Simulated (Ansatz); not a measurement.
Born–Oppenheimer molecular dynamics of BrCl$_{3}$H$_{4}$NOTa (11 atoms, charge 0, multiplicity 1). It starts at the highest image of a converged band, a first-order saddle point between two minima.

The calculation used RKS PBE/def2-SVP (Ansatz 0.2.0).

```yaml
ensemble: NVE (velocity Verlet)
time_step: 0.5 fs
steps_asked: 200
starting_velocities_drawn_for: 100 K
seed: 9088
```

First frame:

```xyz
11
Properties=species:S:1:pos:R:3
Ta -0.242 -0.218 0.035
O 1.911 -0.434 0.147
H 2.328 -0.900 0.900
Cl -0.140 0.210 2.318
N 0.018 0.972 -1.462
H -0.415 0.896 -2.392
H 0.664 1.789 -1.345
Cl -2.564 -0.099 0.012
Cl -0.258 -2.422 -0.643
Br 2.158 2.466 0.307
H 2.262 0.618 0.189
```

Question: How far do the bonds stretch over the last three quarters of this one trajectory? (Pairs bonded in most of those frames.)

Answer: 
| bond | mean (Å) | spread (Å) | shortest | longest |
| --- | --- | --- | --- | --- |
| Ta1–O2 | 2.176 | 0.028 | 2.13 | 2.21 |
| Ta1–Cl4 | 2.322 | 0.002 | 2.32 | 2.33 |
| Ta1–N5 | 1.929 | 0.009 | 1.91 | 1.94 |
| Ta1–Cl8 | 2.325 | 0.005 | 2.32 | 2.33 |
| Ta1–Cl9 | 2.306 | 0.006 | 2.29 | 2.31 |
| O2–H3 | 0.980 | 0.015 | 0.96 | 1.00 |
| O2–H11 | 1.112 | 0.016 | 1.08 | 1.15 |
| N5–H6 | 1.029 | 0.004 | 1.02 | 1.04 |
| N5–H7 | 1.053 | 0.018 | 1.02 | 1.09 |
| Br10–H11 | 1.874 | 0.018 | 1.82 | 1.91 |

Pairs bonded in part of these frames only: Ta1–Br10 45 %, Br10–H11 79 %.

Mean temperature of the second half: 51 K. The conserved energy stayed within 0.054 meV per atom of its start (net change 0.027 meV per atom), so the integration is sound. A run of 0.1 ps of so small a system gives no equilibrium averages. The orbitals stay closed-shell, which can raise the energy where a bond breaks towards radicals; this wasn't checked here.

Run time: 6.4 min on 4 threads of Intel(R) Xeon(R) 6975P-C (Granite Rapids) (shared host), peak memory 0.3 GiB.
